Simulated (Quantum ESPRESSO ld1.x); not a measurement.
The numbers below are computed, except where a source is named.
Gd IV, configuration [Xe] 4f6 6p1 (not the ground configuration). Code: ld1.x of Quantum ESPRESSO 7.5. Model: Dirac Kohn-Sham, PW91, spin-unpolarised, spherical densities, point nucleus; open shells are shared between the two j in proportion to 2j + 1.

Normalised radial functions P(r) = r R(r) (large component), r in bohr:

r,4f7/2,6p1/2
0.001063,0.0000,0.0014
0.001237,0.0000,0.0017
0.00144,0.0000,0.0020
0.001677,0.0000,0.0024
0.001952,0.0000,0.0029
0.002272,0.0000,0.0036
0.002646,0.0000,0.0043
0.00308,0.0000,0.0053
0.003585,0.0000,0.0065
0.004174,0.0000,0.0080
0.004859,0.0000,0.0098
0.005657,0.0000,0.0121
0.006586,0.0000,0.0149
0.007667,0.0000,0.0183
0.008854,0.0000,0.0223
0.01031,0.0000,0.0273
0.012,0.0001,0.0334
0.01397,0.0001,0.0404
0.01626,0.0002,0.0486
0.01893,0.0003,0.0577
0.02204,0.0006,0.0676
0.02566,0.0010,0.0777
0.02987,0.0016,0.0873
0.03477,0.0028,0.0952
0.04048,0.0047,0.0997
0.04713,0.0079,0.0992
0.05486,0.0130,0.0914
0.06387,0.0211,0.0744
0.07436,0.0336,0.0472
0.08656,0.0526,0.0102
0.1008,0.0806,-0.0342
0.1173,0.1206,-0.0802
0.1366,0.1761,-0.1196
0.159,0.2500,-0.1421
0.1851,0.3444,-0.1379
0.2155,0.4591,-0.1010
0.2509,0.5904,-0.0330
0.292,0.7308,0.0547
0.34,0.8686,0.1412
0.3958,0.9893,0.2002
0.4608,1.0771,0.2082
0.5364,1.1188,0.1534
0.6245,1.1083,0.0423
0.727,1.0480,-0.1000
0.8463,0.9471,-0.2363
0.9852,0.8187,-0.3275
1.138,0.6844,-0.3444
1.325,0.5409,-0.2747
1.542,0.4055,-0.1212
1.795,0.2864,0.0887
2.09,0.1889,0.3120
2.433,0.1153,0.5015
2.832,0.0643,0.6189
3.297,0.0325,0.6447
3.839,0.0145,0.5777
4.469,0.0056,0.4427
5.202,0.0018,0.2914
6.056,0.0005,0.1650
7.051,0.0001,0.0758
8.208,0.0000,0.0272
9.556,0.0000,0.0077
11.12,0.0000,0.0016

4f7/2: eigenvalue -44.815 eV, 0 radial nodes, <r> = 0.807 bohr, 90 % of the charge inside 1.35 bohr. 6p1/2: eigenvalue -20.475 eV, 4 radial nodes at r = 0.0898, 0.266, 0.655, 1.69 bohr, <r> = 3.42 bohr, 90 % of the charge inside 4.84 bohr.
